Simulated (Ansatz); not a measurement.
`[NH2][SnH2][Br]` + H₂ → `[NH2][SnH3]` + HBr at 500 K and 1 bar (hydrogenolysis of the Sn–Br bond).

Program: Ansatz. Geometries: PBE0-D4/def2-TZVP. ΔE: electronic, gas phase. CCSD(T)/CBS adds triple-zeta CCSD(T) − MP2 to the extrapolated MP2 energy (def2 sets, frozen cores). This one scheme is used for every species. Elements past krypton have def2 core potentials. For Br, Sn outer-core shells are correlated without core-valence functions, which leaves a few kJ/mol of doubt a bond. Scalar relativity is left out up to krypton. Each species was taken in one conformer, which may not be the lowest.

```csv
species,CCSD(T)/CBS energy (Eh),H − E (kJ/mol),S (J/(mol·K))
`[NH2][SnH2][Br]`,-2844.49555,142.0,393.2
H₂,-1.17544,41.0,145.5
`[NH2][SnH3]`,-271.71442,151.0,334.3
HBr,-2573.91920,30.5,213.7
```

H − E and S are ideal-gas, rigid-rotor, harmonic terms from PBE0-D4/def2-TZVP, for one conformer and one mirror image of each species. The MP2-based limit puts H₂ 0.8 mEh under its directly extrapolated value; such offsets cancel only in part. 1 Eh = 2625.50 kJ/mol, R = 8.31446 J/(mol·K).

Q: By hand: ΔE, ΔH, ΔS and ΔG.

A: ΔE = (-271.71442) + (-2573.91920) − (-2844.49555) − (-1.17544) = 0.03737 Eh = 98.1 kJ/mol. Δ(H − E) = 151.0 + 30.5 − 142.0 − 41.0 = -1.5, so ΔH = 96.6 kJ/mol. ΔS = 334.3 + 213.7 − 393.2 − 145.5 = 9.3 J/(mol·K). ΔG = 96.6 − 500 × (9.3)/1000 = 91.9 kJ/mol.

Q: By hand: the equilibrium constant, and the temperature at which ΔG would vanish if ΔH and ΔS stayed fixed.

A: log₁₀ K = −ΔG/(RT ln 10) = -9.6. ΔG = 0 at ΔH/ΔS = 10387 K, far beyond where these terms or the molecules hold.

The number of gas molecules stays the same, so ΔS is small and ΔH decides. A doubt of 5 kJ/mol in ΔE shifts log₁₀ K by 0.5 here. Other conformers and mirror images would add mixing entropy, several J/(mol·K) or more a flexible species. These are equilibria of isolated gas molecules and say nothing of rates. Largest T1 diagnostic: 0.013 (customary marks: 0.02 for closed shells, 0.045 for open ones).
